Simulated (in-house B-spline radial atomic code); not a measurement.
Configurations of neutral oxygen, with energies counted from [He] 2s2 2p4. Level of theory: Dirac-Hartree-Fock, average of configuration, Fermi nucleus of rms radius 2.6991 fm; calculated with an all-electron radial atomic-structure program (B-spline basis). Energies include first-order Breit, QED and recoil terms.

Occupations are held fixed; configurations that lie above the ionisation limit could autoionise.

| configuration | E - E(ref) (eV) | highest orbital | its <r> (bohr) |
| --- | --- | --- | --- |
| [He] 2s2 2p3 3d1 | 13.052 | 3d3/2 | 10.41 |
| [He] 2s2 2p3 5s1 | 13.643 | 5s1/2 | 22.07 |
| [He] 2s2 2p3 4f1 | 13.72 | 4f7/2 | 18 |
| [He] 2s2 2p3 5d1 | 14.024 | 5d3/2 | 34.31 |
| [He] 2s1 2p4 3d1 | 30.264 | 3d3/2 | 10.39 |
| [He] 2s1 2p4 4d1 | 30.929 | 4d3/2 | 20.83 |
| [He] 2s1 2p4 5d1 | 31.237 | 5d3/2 | 34.28 |
| [He] 2s1 2p4 6g1 | 31.407 | 6g9/2 | 44 |

Question: Order these further configurations by energy, lowest first.
A. [He] 2s2 2p3 4s1
B. [He] 2s2 2p3 6d1
C. [He] 2s1 2p4 5f1
D. [He] 2s1 2p5
E. [He] 2s2 2p3 6f1

Answer: A (12.866 eV), B (14.191 eV), E (14.192 eV), D (18.114 eV), C (31.24 eV).

Question: How far above the reference does [He] 2s2 2p3 3s1 lie?

Answer: 10.421 eV; its least bound orbital is 3s1/2 with <r> = 5.036 bohr.

Question: How far above the reference does [He] 2s2 2p3 6s1 lie?

Answer: 13.988 eV; its least bound orbital is 6s1/2 with <r> = 35.07 bohr.

Question: How far above the reference does [He] 2s2 2p3 5g1 lie?

Answer: 14.026 eV; its least bound orbital is 5g9/2 with <r> = 27.5 bohr.
